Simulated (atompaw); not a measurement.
**Pseudopotential generation for iron: PAW (atompaw), LDA (PW92), scalar-relativistic.**

Fe (Z = 26), PAW, made with atompaw 4.2.0.5 (LDA (PW92), scalar-relativistic). Core [Ne], reference 3s2 3p6 3d6 4s1 4p0 (charge +1). Waves: 3s (bound): rc 1.05 bohr; 4s (bound): rc 0.35 bohr; 3p (bound): rc 0.95 bohr; 4p (bound, empty): rc 1.45 bohr; 3d (bound): rc 1.30 bohr; 3d channel at 0.25 Ry: rc 1.45 bohr. Local part: troulliermartins scheme with l = 3 at 0 Ry, radius 0.95 bohr. Core correction: smooth core density matched at 1.30 bohr. Augmentation charge: sinc compensation charge, radius 1.25 bohr; PAW radius 1.45 bohr; waves and projectors: custom rrkj vanderbiltortho.

All-electron outer shells of the reference configuration (LDA (PW92), scalar-relativistic, ld1.x):

```tsv
shell	level (eV)	outermost node (bohr)	outermost maximum (bohr)
2p	-706.49	–	0.18
3s	-102.12	0.33	0.70
3p	-68.54	0.30	0.72
3d	-16.27	–	0.71
4s	-12.63	1.00	2.26
4p	-7.54	1.09	2.80
```

Does the generator finish with these settings?

No. atompaw 4.2.0.5 stopped with "atompaw: The overlap operator has at least one negative eigenvalue!": the overlap operator built from these waves and projectors is not positive definite.
